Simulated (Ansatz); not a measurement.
The cluster Zn₇Se₆⁺. Charge 1, multiplicity 2. Geometry PBE-D4/def2-SVP; atoms count from 1.

Cartesian coordinates in Å:
```
Zn 1.040 -0.561 2.351
Zn 0.264 1.628 -2.198
Zn 0.648 -1.095 -2.971
Zn -1.347 1.232 -0.471
Zn 1.745 0.172 -0.463
Zn -1.336 -1.424 -1.743
Zn -1.452 -1.063 1.359
Se -0.531 1.929 1.790
Se 0.743 -1.921 0.278
Se 1.855 1.671 1.530
Se 2.416 0.591 -2.802
Se -0.963 -0.629 3.675
Se -3.082 -0.530 -0.335
```

Single mean-field runs in def2-TZVP are fitted with def2-universal-jkfit. Another isomer (doublet) lies 1.06 eV lower at PBE0-D4/def2-TZVP; other spin states weren't run for this one.

(1) Estimate the Mulliken populations from the PBE0/def2-TZVP orbitals of Ansatz.

(2) Where does the spin sit?

(3) And the Mayer bond orders between bonded heavy atoms (over 0.3)?

Answers

(1) 
```csv
atom,charge (e),spin (α − β),d electrons
Zn1,0.35,-0.02,10.11
Zn2,0.17,0.01,10.02
Zn3,0.24,0.00,10.03
Zn4,0.35,0.00,10.05
Zn5,0.55,0.00,10.09
Zn6,0.28,0.00,10.04
Zn7,0.45,-0.03,10.09
Se8,-0.04,0.34,–
Se9,-0.41,0.00,–
Se10,-0.15,-0.01,–
Se11,-0.31,0.01,–
Se12,-0.15,0.71,–
Se13,-0.33,0.00,–
```
Mulliken values and Mayer orders depend strongly on the basis.

(2) Summed by element: Zn -0.05, Se 1.05, of 1 unpaired in all. Largest on single atoms: Se12 0.71, Se8 0.34, Zn7 -0.03.

(3) Zn1–Se9 0.68 (2.50 Å); Zn1–Se10 0.66 (2.51 Å); Zn1–Se12 0.83 (2.40 Å); Zn2–Zn4 0.82 (2.39 Å); Zn2–Se11 0.75 (2.46 Å); Zn3–Zn6 0.86 (2.36 Å); Zn3–Se11 0.78 (2.45 Å); Zn4–Se8 0.61 (2.50 Å); Zn4–Se13 0.66 (2.48 Å); Zn5–Se9 0.66 (2.44 Å); Zn5–Se10 0.58 (2.50 Å); Zn5–Se11 0.67 (2.47 Å); Zn6–Se13 0.82 (2.41 Å); Zn7–Se9 0.48 (2.59 Å); Zn7–Se12 0.79 (2.41 Å); Zn7–Se13 0.73 (2.41 Å); Se8–Se10 1.05 (2.41 Å). Values over 0.3 also appear between atoms too far apart for a bond (Se8–Se12 0.33 at 3.21 Å); they arise where an orbital or an unpaired electron spreads over both atoms.
